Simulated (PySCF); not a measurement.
# A thermochemical cycle for PI

r²SCAN in PySCF with x2c-SVPall on every atom, spin-free X2C, for the lowest determinant that a PBE0 search found; no spin–orbit coupling. PI, a triplet (π ↑↑), has De = 2.50 eV to neutral atoms, and PI⁺, a doublet (π ↑), has De = 4.12 eV to P + I⁺.

At the same level the I atom ionises at 10.58 eV.

Question: What is the adiabatic ionisation energy of the molecule, and does ionisation strengthen or weaken the bond?

Answer: IE = IE(I) + De(neutral) − De(ion) = 10.58 + 2.50 − 4.12 = 8.96 eV. De changes by +1.62 eV, so ionisation strengthens the bond.

Spin–orbit coupling is left out, which matters for elements this heavy, above all for dissociation energies. For an ion De counts to the pair picked by the measured ionisation energies or electron affinities, which need not be the lowest pair at this level. States were picked by a PBE0 search and need not be the measured ground states.
